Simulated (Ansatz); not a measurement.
System: HSiOF, charge 0, singlet. HSiOF (SMILES O[Si]F).
B3LYP-D3(BJ)/def2-TZVP minimum from Ansatz (a quantum-chemistry and plane-wave program):
```xyz
4

Si    -0.0135    -0.0091     0.6102
F     -0.7000     1.0493    -0.4186
O      0.7270    -1.0491    -0.4244
H      0.6724    -0.9234    -1.3804
```
Charge 0, spin multiplicity 1.

Total energies in cc-pV(D+d)Z, 18 correlated electrons, 7 frozen orbitals. Radicals and triplets start from unrestricted determinants; spin-orbit coupling is neglected. Correlated methods leave the cores frozen. No relativity.

```csv
method,program,energy (Eh),minus CCSDT(Q) (mEh)
HF,Ansatz,-463.90197,484.28
MP2,Ansatz,-464.35785,28.41
CCSD,Ansatz,-464.37426,12.00
CCSD(T),Ansatz,-464.38434,1.92
CCSDT(Q),Ansatz,-464.38626,0.00
```

Rough core times of Ansatz's runs on a shared machine: CCSD(T) under 20 s, CCSDT(Q) 60 s.
